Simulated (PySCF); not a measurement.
## Dipole moment and polarisability across levels of theory

Species: C₄H₃BF₂S.
SMILES with atom numbers: `[F:1][B:2]([F:3])[c:4]1[cH:5][cH:6][s:7][cH:8]1` (hydrogens: H9 on C5; H10 on C6; H11 on C8)

PySCF, dipoles from the SCF density, polarisabilities from static response with core orbitals frozen. Geometry: PBE0-D3(BJ)/def2-SVP; no solvent, vibrations or thermal averaging.

**Question.** How do dipole and polarisability depend on functional and basis here?

**Answer.** 

```
              level  μ (D)  α (Å³)  anisotropy (Å³)
      LDA/def2-SVPD  2.156   11.68             6.97
      PBE/def2-SVPD  2.065   11.63             6.96
    B3LYP/def2-SVPD  2.131   11.33             6.61
     PBE0/def2-SVPD  2.093   11.20             6.50
BHandHLYP/def2-SVPD  2.148   10.94             6.20
CAM-B3LYP/def2-SVPD  2.098   11.16             6.39
  wB97X-D/def2-SVPD  2.012   11.12             6.27
  LC-wPBE/def2-SVPD  1.952   10.92             6.18
       HF/def2-SVPD  2.042   10.58             5.70
        PBE0/6-31G*  1.714    9.19             7.38
      PBE0/def2-SVP  1.943    9.25             6.84
       PBE0/6-31+G*  2.105   10.68             6.49
   PBE0/aug-cc-pVDZ  2.023   11.40             6.53
     PBE0/def2-TZVP  2.059   10.77             6.80
```

The anisotropy is √(½[(α1 − α2)² + (α2 − α3)² + (α3 − α1)²]). The dipole runs from 1.71 D (PBE0/6-31G*) to 2.16 D (LDA/def2-SVPD). No reference polarisability is at hand; against PBE0 in the largest diffuse basis at hand (aug-cc-pVDZ) the other PBE0 rows deviate by 6-31G* -19%, def2-SVP -19%, 6-31+G* -6%, def2-SVPD -2%, def2-TZVP -5%. In one basis (def2-SVPD) the functionals order the polarisability from HF (lowest) to LDA (highest), a spread of 10%. With PBE0 the polarisability is 9.74 Å³ without diffuse functions (mean of 6-31G*, def2-SVP and def2-TZVP) and 11.09 Å³ with them (mean of 6-31+G*, def2-SVPD and aug-cc-pVDZ).
